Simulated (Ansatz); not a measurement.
`[AlH2][CH2]Cl` and `[AlH2][CH2][InH2]` differ in one atom or group.

Ansatz, PBE0-D4/def2-TZVP geometries, multiplicity 1. 

Elements past krypton have def2 core potentials.

```
                                          property  `[AlH2][CH2]Cl`
                LUMO energy (PBE0/def2-TZVPP) / eV            -1.65
               LUMO energy (B3LYP/def2-TZVPP) / eV            -1.88
  size of the dipole moment (B3LYP/def2-TZVPP) / D             1.71
size of the dipole moment (ωB97M-V/def2-TZVPP) / D             1.72
                 LUMO energy (PBE/def2-TZVPP) / eV            -2.42
    size of the dipole moment (PBE/def2-TZVPP) / D             1.62
```

Task: What does the change do to each property? (Best estimate.)

Result: The calculation gave: 
```tsv
property	`[AlH2][CH2][InH2]`	shift
LUMO energy (PBE0/def2-TZVPP) / eV	-1.96	-0.31
LUMO energy (B3LYP/def2-TZVPP) / eV	-2.21	-0.33
size of the dipole moment (B3LYP/def2-TZVPP) / D	1.08	-0.63
size of the dipole moment (ωB97M-V/def2-TZVPP) / D	1.08	-0.64
LUMO energy (PBE/def2-TZVPP) / eV	-2.69	-0.27
size of the dipole moment (PBE/def2-TZVPP) / D	1.10	-0.52
```

With PBE0 the HOMO rises by 0.06 eV and the LUMO falls by 0.31 eV, so the gap narrows by about 0.37 eV. PBE moves the HOMO by -0.18 eV and ωB97M-V by 0.17 eV. Dipoles are sizes alone; their direction can turn.

B3LYP here is the variant with VWN-RPA as its local correlation; programs differ in this.
